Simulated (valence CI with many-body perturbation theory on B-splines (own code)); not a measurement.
**Level structure of Pm V**

Computed by configuration interaction combined with many-body perturbation theory (CI+MBPT): three valence electrons over a frozen Dirac-Fock core [Xe], radial functions for each j: 8 s, 8 p, 9 d, 9 f, 6 g, 3 h, 2 i, with the one-electron correlation potential Σ1, the two-electron term Σ2, the three-electron term Σ3, Breit, model QED; the open f shell's mean field enters the energy denominators; selected CI, second order for the rest, scaled by the run's own slope (own B-spline code, finite nucleus).

With an open or low-lying f shell, different configurations can be misplaced against each other by up to about 5,000 cm⁻¹. No measured levels were compared; by estimate terms of the open shell hold to a few per cent of their energy, and close levels can change places. Core correlation moves these levels by up to 3300 cm⁻¹, and in measured spectra 5 to 20 % of such shifts remained as error; rates that hang on mixing are uncertain with them. The list stops below the first excitations out of the core.

Levels 1 to 41 of 41, with energies above the lowest level, 4f³ ⁴I°_9/2. "Leading %" is the weight of the configuration and term that name the level; weights of strongly mixed levels are sums over their largest components and can fall short.

| No. | Configuration | Term | J | E (eV) | Leading % | g | Second component |
| --- | --- | --- | --- | --- | --- | --- | --- |
| 1 | 4f³ | ⁴I° | 9/2 | 0.000 | 96 | 0.733 |  |
| 2 | 4f³ | ⁴I° | 11/2 | 0.308 | 98 | 0.966 |  |
| 3 | 4f³ | ⁴I° | 13/2 | 0.630 | 99 | 1.106 |  |
| 4 | 4f³ | ⁴I° | 15/2 | 0.960 | 98 | 1.197 |  |
| 5 | 4f³ | ⁴F° | 3/2 | 1.701 | 93 | 0.432 | 6 % 4f³ ²D° |
| 6 | 4f³ | ²H° | 9/2 | 1.857 | 62 | 1.002 | 20 % 4f³ ²G° |
| 7 | 4f³ | ⁴F° | 5/2 | 1.875 | 97 | 1.031 |  |
| 8 | 4f³ | ⁴F° | 7/2 | 2.027 | 91 | 1.207 | 8 % 4f³ ²G° |
| 9 | 4f³ | ⁴S° | 3/2 | 2.053 | 93 | 1.949 | 6 % 4f³ ²P° |
| 10 | 4f³ | ⁴F° | 9/2 | 2.232 | 75 | 1.232 | 21 % 4f³ ²H° |
| 11 | 4f³ | ²H° | 11/2 | 2.397 | 92 | 1.099 | 6 % 4f³ ⁴G° |
| 12 | 4f³ | ²G° | 7/2 | 2.585 | 58 | 0.945 | 34 % 4f³ ⁴G° |
| 13 | 4f³ | ⁴G° | 5/2 | 2.586 | 98 | 0.575 |  |
| 14 | 4f³ | ²K° | 13/2 | 2.873 | 98 | 0.935 |  |
| 15 | 4f³ | ⁴G° | 7/2 | 2.882 | 64 | 0.958 | 33 % 4f³ ²G° |
| 16 | 4f³ | ⁴G° | 9/2 | 2.960 | 72 | 1.146 | 15 % 4f³ ²G° |
| 17 | 4f³ | ²D° | 3/2 | 3.179 | 50 | 1.045 | 38 % 4f³ ²P° |
| 18 | 4f³ | ²K° | 15/2 | 3.193 | 92 | 1.061 | 6 % 4f³ ²L° |
| 19 | 4f³ | ²G° | 9/2 | 3.202 | 61 | 1.133 | 25 % 4f³ ⁴G° |
| 20 | 4f³ | ⁴G° | 11/2 | 3.281 | 92 | 1.257 | 8 % 4f³ ²H° |
| 21 | 4f³ | ²P° | 1/2 | 3.505 | 92 | 0.612 | 8 % 4f³ ⁴D° |
| 22 | 4f³ | ²D° | 5/2 | 3.592 | 97 | 1.195 |  |
| 23 | 4f³ | ²P° | 3/2 | 3.983 | 53 | 1.101 | 43 % 4f³ ²D° |
| 24 | 4f³ | ⁴D° | 3/2 | 4.243 | 80 | 1.131 | 18 % 4f³ ²D° |
| 25 | 4f³ | ⁴D° | 5/2 | 4.262 | 77 | 1.323 | 20 % 4f³ ²D° |
| 26 | 4f³ | ²I° | 11/2 | 4.335 | 81 | 0.954 | 17 % 4f³ ²H° |
| 27 | 4f³ | ⁴D° | 1/2 | 4.342 | 92 | 0.049 | 8 % 4f³ ²P° |
| 28 | 4f³ | ²L° | 15/2 | 4.438 | 94 | 0.947 | 6 % 4f³ ²K° |
| 29 | 4f³ | ²I° | 13/2 | 4.567 | 98 | 1.074 |  |
| 30 | 4f³ | ⁴D° | 7/2 | 4.620 | 98 | 1.424 |  |
| 31 | 4f³ | ²L° | 17/2 | 4.671 | 100 | 1.058 |  |
| 32 | 4f³ | ²H° | 9/2 | 4.867 | 98 | 0.912 |  |
| 33 | 4f³ | ²D° | 3/2 | 5.050 | 82 | 0.872 | 16 % 4f³ ⁴D° |
| 34 | 4f³ | ²H° | 11/2 | 5.105 | 80 | 1.063 | 18 % 4f³ ²I° |
| 35 | 4f³ | ²D° | 5/2 | 5.185 | 58 | 1.169 | 22 % 4f³ ⁴D° |
| 36 | 4f³ | ²F° | 5/2 | 5.838 | 76 | 0.930 | 22 % 4f³ ²D° |
| 37 | 4f³ | ²F° | 7/2 | 6.043 | 97 | 1.144 |  |
| 38 | 4f³ | ²G° | 9/2 | 7.123 | 99 | 1.109 |  |
| 39 | 4f³ | ²G° | 7/2 | 7.278 | 98 | 0.891 |  |
| 40 | 4f³ | ²F° | 7/2 | 10.086 | 98 | 1.141 |  |
| 41 | 4f³ | ²F° | 5/2 | 10.259 | 99 | 0.856 |  |

Names give the largest LS component (configuration and term), which can be under half, so a name can repeat, a term be missing and a line seem to break the LS rules; names also repeat where a configuration has a term twice.

The ionisation energy to 4f² ³H4 of the next ion comes out as 62.361 eV (NIST: 61.7 ± 0.3 eV (semi-empirical), further off than twice its uncertainty). All 41 levels together are meant to be complete up to 16.085 eV.
